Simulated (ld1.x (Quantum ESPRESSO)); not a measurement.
# Reading a pseudo-wave (strontium)

Columns: radius, all-electron u(r) and pseudo u(r) of the 4p shell (level -22.82 eV) of strontium in the configuration [Ar] 3d10 4s2 4p6 4d0 5s2 5p0; PBE, scalar-relativistic, TM scheme, ld1.x (Quantum ESPRESSO) 7.5.

| r (bohr) | all-electron | pseudo |
| --- | --- | --- |
| 0.185 | -0.0166 | 0.0410 |
| 0.370 | -0.4403 | 0.1565 |
| 0.555 | -0.1439 | 0.3245 |
| 0.740 | 0.3068 | 0.5132 |
| 0.925 | 0.6453 | 0.6862 |
| 1.110 | 0.8314 | 0.8115 |
| 1.295 | 0.8935 | 0.8701 |
| 1.480 | 0.8723 | 0.8612 |
| 1.665 | 0.8035 | 0.8008 |
| 1.850 | 0.7124 | 0.7122 |
| 2.035 | 0.6153 | 0.6153 |
| 2.220 | 0.5217 | 0.5217 |
| 2.405 | 0.4366 | 0.4366 |
| 2.590 | 0.3617 | 0.3617 |
| 2.775 | 0.2974 | 0.2974 |
| 2.960 | 0.2433 | 0.2433 |
| 3.145 | 0.1982 | 0.1982 |
| 3.330 | 0.1611 | 0.1611 |
| 3.515 | 0.1306 | 0.1306 |
| 3.700 | 0.1056 | 0.1056 |
| 3.885 | 0.0852 | 0.0852 |
| 4.070 | 0.0687 | 0.0687 |
| 4.255 | 0.0552 | 0.0552 |
| 4.440 | 0.0443 | 0.0443 |
| 4.625 | 0.0356 | 0.0356 |
| 4.810 | 0.0285 | 0.0285 |

Question: How many radial nodes do the two functions have?

Answer: The all-electron 4p function has n − l − 1 = 2 (the table is too coarse to show those close to the nucleus); the pseudo-wave has 0, since the states of the same l below it are removed with the core.

Question: At about which radius was the pseudo-wave matched?

Answer: 2.10 bohr. The columns agree to 0.0005 from 1.85 bohr on; several derivatives are matched, so the curves merge somewhat inside the radius.

Question: Is the pseudo-wave norm-conserving?

Answer: Yes: the TM scheme keeps the norm inside the radius equal to the all-electron one, which fixes the energy derivative of the logarithmic derivative at the level.
